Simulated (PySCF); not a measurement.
Compound: C₆H₂F₂O₃.
Atom-mapped SMILES: `[O:1]=[C:2]([F:3])[c:4]1[cH:5][cH:6][c:7]([C:8](=[O:9])[F:10])[o:11]1`

Structure used (GFN2-xTB), in Å, numbered top down from 1:
```
atom  x, y, z in Å
O1    -2.5715   -2.1248   -0.0119
C2    -2.3388   -0.9690   -0.0117
F3    -3.3592   -0.0618   -0.0186
C4    -1.0609   -0.2651   -0.0062
C5    -0.7897    1.0919   -0.0080
C6     0.6050    1.2040   -0.0004
C7     1.0891   -0.0924    0.0048
C8     2.4630   -0.5829    0.0130
O9     2.8773   -1.6868    0.0172
F10    3.3247    0.4762    0.0153
O11    0.0778   -0.9720    0.0009
H12   -1.5119    1.8826   -0.0128
H13    1.1908    2.1006    0.0007
```

NICS is the negative of the GIAO shielding at a point without a nucleus: at the ring centre (0) and 1 Å above and below it (1); zz is the component along the ring normal. Level: GIAO PBE0/pcSseg-1 (PySCF, non-relativistic, gas phase) on the GFN2-xTB geometry, one conformer.

Ring bond lengths (Å), with Mayer bond orders in brackets: C4–C5 1.384 (1.41), C5–C6 1.399 (1.31), C6–C7 1.384 (1.41), C7–O11 1.340 (1.09), O11–C4 1.340 (1.09).

Problem. Give the NICS values of each ring in ppm.

Solution. 
| ring | type | NICS(0) | NICS(1), two faces | NICS(1)zz, two faces | rms pucker (Å) | centre to ring atoms, mean (Å) |
| --- | --- | --- | --- | --- | --- | --- |
| C4–C5–C6–C7–O11 | 5-membered ring with O; formal bonds all aromatic | -12.0 | -10.7 / -10.7 | -25.1 / -25.1 | 0.00 | 1.16 |

Problem. What do they say, and how far can they be read as aromaticity?

Solution. 
- C4–C5–C6–C7–O11: mean NICS(1)zz -25.1 ppm, shielded, aromatic by this magnetic criterion (flat ring, no four-coordinate atom).

Problem. How equal are the bonds by HOMA? Use HOMA with the parameters of Krygowski (1993).

Solution. 
- C4–C5–C6–C7–O11: HOMA 0.63; the largest term is that of O11–C4, α(R − Ropt)² = 0.89.

Problem. At the first NICS(1) probe listed for ring C4–C5–C6–C7–O11, 1 Å off the ring, what do the in-plane components average?

Solution. The isotropic value is a third of the trace: (3 × -10.7 − (-25.1))/2 = -3.5 ppm.

Problem. What are the shieldings of the ring atoms and their hydrogens in the same run (means over atoms taken as equivalent)?

Solution. 
```json
{"atoms": "C4 (×2)", "environment": "substituted aromatic carbon", "σ isotropic (ppm)": "35.8", "principal values of the symmetric part, first atom (ppm)": "-30.9, 42.5, 95.7"}
{"atoms": "C5 (×2)", "environment": "aromatic CH carbon", "σ isotropic (ppm)": "54.4", "principal values of the symmetric part, first atom (ppm)": "-27.3, 29.5, 160.9"}
{"atoms": "O11", "environment": "furan-type oxygen", "σ isotropic (ppm)": "19.0", "principal values of the symmetric part, first atom (ppm)": "-152.1, -42.2, 251.3"}
{"atoms": "H12 (×2)", "environment": "aromatic hydrogen", "σ isotropic (ppm)": "23.98", "principal values of the symmetric part, first atom (ppm)": "21.3, 24.1, 26.5"}
```

On Arm Neoverse V2, one thread, on a shared host, this took 33 s wall (with the writing of density and orbital grids) and 0.84 GiB of memory at its peak. This is the whole shielding run at PBE0/pcSseg-1, SCF included.
